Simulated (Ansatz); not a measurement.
Molecule: sum formula Si2H4F (charge 0, doublet). It need not be the lowest isomer of its formula. 
Coordinates optimised at B3LYP-D3(BJ)/def2-TZVP (Ansatz, a first-principles code):
```
Si
H 1 1.4807
H 1 1.4829 2 109.39
H 1 1.4847 2 109.11 3 119.62
Si 1 2.3510 2 109.36 4 123.78
F 5 1.6182 1 110.39 2 -63.63
H 5 1.4910 6 106.49 1 123.83
```
Charge 0, spin multiplicity 2.

Atomisation energy built up term by term with Ansatz (kcal/mol; UHF references for open shells; valence terms freeze the core; atomic spin-orbit terms are left out). CBS marks a two-point X^-3 extrapolation of the correlation energy; Hartree-Fock from the larger set.

```
term                                                    basis  kcal/mol
-----------------------  ------------------------------------  --------
Hartree-Fock                                  aug-cc-pV(Q+d)Z    380.01
CCSD correlation         CBS(aug-cc-pV(T+d)Z,aug-cc-pV(Q+d)Z)    111.84
(T)                      CBS(aug-cc-pV(T+d)Z,aug-cc-pV(Q+d)Z)      5.49
core correlation                                    cc-pwCVTZ     -0.36
scalar relativity (X2C)            cc-pVTZ-DK against cc-pVTZ     -1.42
sum: De                                                           495.6
```

(T) makes 1.1 % of the CCSD(T) atomisation energy; under 5 % is typical of single-reference molecules.
